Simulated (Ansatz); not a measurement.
(AgOH)2 ring (Ag2O2H2). Total charge 0; triplet. Geometry PBE-D4/def2-SVP, that of the neutral singlet; atoms count from 1.

```
atom    x (Å)    y (Å)    z (Å)
 Ag1  -0.2497  -1.2701   0.5780
  O2   0.9431   0.4192   1.4454
 Ag3  -0.0600   1.3810  -0.3142
  O4  -1.4158  -0.2499  -1.0427
  H5   1.8917   0.2854   1.2494
  H6  -1.1093  -0.5657  -1.9158
```

In the def2 sets Ag takes a core potential; there is no spin–orbit coupling. At PBE0-D4/def2-TZVP a singlet of charge 0 lies 2.28 eV below the triplet at the same geometry.

Problem. Estimate the Mulliken populations from the PBE0/def2-TZVP orbitals of Ansatz.

Solution. 
| atom | charge (e) | spin (α − β) | d electrons |
| --- | --- | --- | --- |
| Ag1 | 0.28 | 0.60 | 9.80 |
| O2 | -0.61 | 0.38 | – |
| Ag3 | 0.28 | 0.60 | 9.80 |
| O4 | -0.61 | 0.38 | – |
| H5 | 0.33 | 0.01 | – |
| H6 | 0.33 | 0.01 | – |
Mulliken values depend strongly on the basis.

Problem. Where does the spin sit?

Solution. Summed by element: Ag 1.21, O 0.77, H 0.03, of 2 unpaired in all. Largest on single atoms: Ag3 0.60, Ag1 0.60, O2 0.38.

Problem. And the Mayer bond orders between heavy atoms (over 0.3)?

Solution. Ag1–O2 0.38 (2.24 Å); Ag1–Ag3 0.49 (2.80 Å); Ag1–O4 0.38 (2.24 Å); O2–Ag3 0.38 (2.24 Å); Ag3–O4 0.38 (2.24 Å).
